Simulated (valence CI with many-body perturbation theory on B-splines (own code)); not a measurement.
Level structure of Hf II

Level of theory: configuration interaction combined with many-body perturbation theory (CI+MBPT): three valence electrons over a frozen Dirac-Fock core [Xe] 4f14, a basis of 7 s, 7 p, 8 d, 6 f, 4 g, 1 h functions for each j, with the one-electron correlation potential Σ1, the two-electron term Σ2, the three-electron term Σ3, Breit, model QED; selected CI, second order for the rest, scaled by the run's own slope (own B-spline code, finite nucleus).

Against 8 measured levels this calculation errs by 549 cm⁻¹ on average and by 883 at most. These come from a selection out of the NIST Handbook of Basic Atomic Spectroscopic Data. Levels without a partner in it may be off by more, other configurations by 1,000 to 4,000 cm⁻¹.

Levels 1 to 32 of 32, with energies above the lowest level, 5d 6s2 2D_3/2. "Leading %" is the weight of the configuration and term that name the level; weights of strongly mixed levels are sums over their largest components and can fall short, so below about 35 % the name and the second component can differ from the true leading terms, or belong to a minority configuration. In the jj column 3d3/2^4 stands for four electrons in 3d with j = 3/2.

```tsv
No.	Configuration	Term	J	E (cm⁻¹)	Leading %	Second component	g	Leading jj
1	5d 6s2	2D	3/2	0.0	73	14 % 5d2 6s 2D	0.781	5d3/2 6s^2 (73 %)
2	5d 6s2	2D	5/2	2778	46	26 % 5d2 6s 4F	1.150	5d5/2 6s^2 (46 %)
3	5d2 6s	4F	3/2	2922	91	6 % 5d 6s2 2D	0.428	5d3/2^2 6s (66 %)
4	5d2 6s	4F	5/2	4271	69	24 % 5d 6s2 2D	1.078	5d3/2 5d5/2 6s (48 %)
5	5d2 6s	4F	7/2	5494	96		1.236	5d3/2 5d5/2 6s (88 %)
6	5d2 6s	4F	9/2	7478	96		1.330	5d5/2^2 6s (67 %)
7	5d2 6s	2F	5/2	11343	76	5 % 5d2 6s 2D	0.922	5d3/2 5d5/2 6s (51 %)
8	5d2 6s	4P	1/2	11481	93		2.591	5d3/2^2 6s (59 %)
9	5d2 6s	4P	3/2	12430	92		1.681	5d3/2 5d5/2 6s (93 %)
10	5d2 6s	4P	5/2	12979	73	10 % 5d2 6s 2D	1.465	5d3/2 5d5/2 6s (80 %)
11	5d2 6s	2D	3/2	13642	31	30 % 5d2 6s 2P	1.061	5d3/2 5d5/2 6s (53 %)
12	5d2 6s	2P	1/2	14245	60	33 % 5d3 2P	0.752	5d3/2 5d5/2 6s (55 %)
13	5d2 6s	2F	7/2	14261	74	15 % 5d2 6s 2G	1.102	5d3/2 5d5/2 6s (61 %)
14	5d3	4F	3/2	16602	62	16 % 5d2 6s 2P	0.698	5d3/2^2 5d5/2 (44 %)
15	5d2 6s	2G	9/2	16707	80	14 % 5d3 2G	1.119	5d3/2 5d5/2 6s (55 %)
16	5d2 6s	2D	5/2	16848	47	19 % 5d2 6s 4P	1.251	5d5/2^2 6s (66 %)
17	5d2 6s	2G	7/2	16897	63	17 % 5d3 2G	0.940	5d5/2^2 6s (45 %)
18	5d2 6s	2D	3/2	17272	36	30 % 5d3 4F	0.835	5d5/2^2 6s (50 %)
19	5d3	4F	5/2	18101	88	7 % 5d2 6s 2D	1.052	5d3/2^2 5d5/2 (68 %)
20	5d3	4F	7/2	19532	94		1.225	5d3/2 5d5/2^2 (72 %)
21	5d3	4F	9/2	21059	90	5 % 5d2 6s 2G	1.315	5d3/2 5d5/2^2 (45 %)
22	5d3	4P	1/2	25187	95		2.615	5d3/2^2 5d5/2 (59 %)
23	5d3	4P	3/2	25562	87	6 % 5d2 6s 2P	1.671	5d3/2^2 5d5/2 (43 %)
24	5d3	2H	9/2	26419	62	27 % 5d3 2G	0.993	5d3/2^2 5d5/2 (70 %)
25	5d3	4P	5/2	26695	94		1.585	5d3/2 5d5/2^2 (62 %)
26	5d3	2G	7/2	26955	79	16 % 5d2 6s 2G	0.897	5d3/2 5d5/2^2 (43 %)
27	5d 6s 6p	4F°	3/2	27849	71	17 % 5d 6s 6p 2D°	0.514	5d3/2 6s 6p1/2 (89 %)
28	5d 6s 6p	4F°	5/2	29102	44	25 % 5d 6s 6p 2D°	1.071	5d3/2 6s 6p1/2 (68 %)
29	5d3	2H	11/2	29143	98		1.091	5d3/2 5d5/2^2 (98 %)
30	5d3	2D	3/2	29182	73	6 % 5d3 4P	0.880	5d3/2 5d5/2^2 (60 %)
31	5d 6s 6p	4D°	1/2	29257	36	33 % 6s2 6p 2P°	0.440	5d3/2 6s 6p1/2 (54 %)
32	5d3	2G	9/2	30123	54	36 % 5d3 2H	1.043	5d5/2^3 (59 %)
```

Names give the largest LS component (configuration and term), which can be under half, so a name can repeat, a term be missing and a line seem to break the LS rules; names also repeat where a configuration has a term twice.

The ionisation energy to 5d2 3F_2 of the next ion comes out as 14.322 eV (NIST: 14.61 ± 0.04 eV (theoretical), further off than twice its uncertainty). All 32 levels together are meant to be complete up to 30429 cm⁻¹.
